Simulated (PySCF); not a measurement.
**Static response to an electric field**

Species: C₄H₇F₂NSi.
Geometry (GFN2-xTB, Å), atoms numbered from 1 in this order:
```
atom  x, y, z in Å
F1    -1.9625   -1.2714   -1.1028
C2    -1.9130   -0.5216    0.0311
F3    -1.8222   -1.4127    1.0548
C4    -0.7554    0.4079    0.0214
C5    -0.5652    1.7408    0.0656
C6     0.9182    1.4929    0.0075
N7     0.5859    0.0616   -0.0435
Si8    1.4729   -1.4163   -0.0670
H9    -2.8731    0.0091    0.1274
H10   -1.1735    2.6163    0.1121
H11    1.4850    1.7658    0.8959
H12    1.4313    1.8384   -0.8880
H13    1.0347   -2.2140   -1.2115
H14    2.8479   -0.9406   -0.2127
H15    1.2844   -2.1482    1.1877
```

Level: CAM-B3LYP/def2-SVPD (PySCF), static field, nuclei fixed, core orbitals frozen in the response. The polarisability tensor in these axes (au):

```
x   84.66 -3.13 -0.45
y   -3.13 94.71  0.86
z   -0.45  0.86 64.80
```

Task: Give the principal values, the mean and the anisotropy Δα = √{½[(α1 − α2)² + (α2 − α3)² + (α1 − α3)²]}.

Result: Principal values 64.77, 83.77 and 95.63 au; mean 81.39 au = 12.06 Å³ = 13.42 × 10⁻⁴⁰ C²·m²/J; Δα = 26.96 au (33 % of the mean).

Task: What is the dipole moment, and where does it point?

Result: (0.64, 2.23, 0.15) D, 2.33 D in size, pointing from the negative to the positive side. Measured along this direction, the outermost atoms are H13 and F1 at the negative end and H10, H11 and H12 at the positive end.

Task: Give the principal axes and the span of the nuclei along them.

Result: Largest value along (-0.28, 0.96, 0.03), where the nuclei span 5.29 Å; middle along (0.96, 0.28, -0.01), 5.24 Å; least along (0.02, -0.03, 1.00), 2.40 Å. 

Task: Sum over states: ᾱ = Σ f/ω², ω in Eh. What share falls to these 8 lowest TDDFT singlets (eV, f)? 5.37, 0.1710; 5.71, 0.0039; 6.07, 0.0152; 6.45, 0.0102; 6.75, 0.0074; 7.03, 0.0888; 7.07, 0.0015; 7.47, 0.0040.

Result: They add up to 6.50 au, 8.0 % of the 81.39 au; the largest single term is 4.39 au, from the state at 5.37 eV. Terms in order: 4.39, 0.09, 0.31, 0.18, 0.12, 1.33, 0.02, 0.05 au. Higher excitations give the rest. The strengths listed sum to 0.302.

Task: What molar refraction does this α imply?

Result: Lorentz–Lorenz: R = (4π/3)N_A α = 2.5225 cm³/(mol·Å³) × 12.06 Å³ = 30.4 cm³/mol, in the limit of long wavelengths.

Geometry: GFN2-xTB, one conformer, isolated molecule. GFN2-xTB frequencies show an imaginary mode (42i cm⁻¹), so this geometry is no minimum at that level.
